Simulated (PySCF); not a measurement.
Cl²⁺: excitation energy

Cl²⁺ [Ne] 3s2 3p3 (4S) → Cl²⁺ [Ne] 3s1 3p4 (4P), as a difference of total energies. Calculation: PySCF 2.14, in def2-QZVPPD (10s7p5d2f1g, 79 functions); the non-relativistic Hamiltonian (point nucleus). Correlated levels: valence: [Ne] frozen; valence and next inner shell: 1s2 frozen. The calculations carry no spin-orbit coupling.

```tsv
method	excitation energy (eV)
UHF	12.823
LDA	12.562
PBE	12.445
PBE0	12.616
r2SCAN	12.175
r2SCANh	12.261
wB97M-V	12.865
B2PLYP	12.713
MN15	11.750
MP2 (valence)	12.767
SCS-MP2 (valence)	12.758
MP2 (valence and next inner shell)	12.867
SCS-MP2 (valence and next inner shell)	12.835
```

Question: How much does correlation contribute at MP2 (valence and next inner shell)?

Answer: 12.867 − (12.823) = 0.044 eV, measured against UHF.

A first-order spin-orbit estimate (lowest level to lowest level, LS coupling) adds -0.046 eV.
